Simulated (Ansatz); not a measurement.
Mulliken charges of AlH5OSn, SMILES `[OH][SnH2][AlH2]` from r2SCAN/def2-TZVPP in Ansatz (PBE0-D4/def2-TZVP geometry).

| atom | x (Å) | y (Å) | z (Å) | charge (e) |
| --- | --- | --- | --- | --- |
| O1 | -2.027 | 0.545 | -0.478 | -0.569 |
| Sn2 | -0.104 | 0.943 | -0.183 | 0.504 |
| Al3 | 1.127 | -1.280 | 0.646 | 0.462 |
| H4 | -2.165 | -0.182 | -1.089 | 0.184 |
| H5 | 0.497 | 1.590 | -1.660 | -0.146 |
| H6 | -0.206 | 2.222 | 0.945 | -0.129 |
| H7 | 0.503 | -2.690 | 0.269 | -0.152 |
| H8 | 2.467 | -1.206 | 1.494 | -0.154 |

Problem. By hand: the dipole of these point charges (1 e Å = 4.8032 D).

Solution. Σ q r = (0.721, -0.384, 0.127) e Å, of length 0.827 e Å = 3.97 D.

Problem. How does the dipole of the full density compare? (An estimate is asked.)

Solution. Ansatz gave: (0.361, -0.275, -0.052) e Å, 2.19 D; the point charges give 1.81 times that, at 18° from its direction.

Point charges leave out the atoms' own dipoles, such as those of lone pairs, and Mulliken's split depends on the basis, so the two needn't agree.
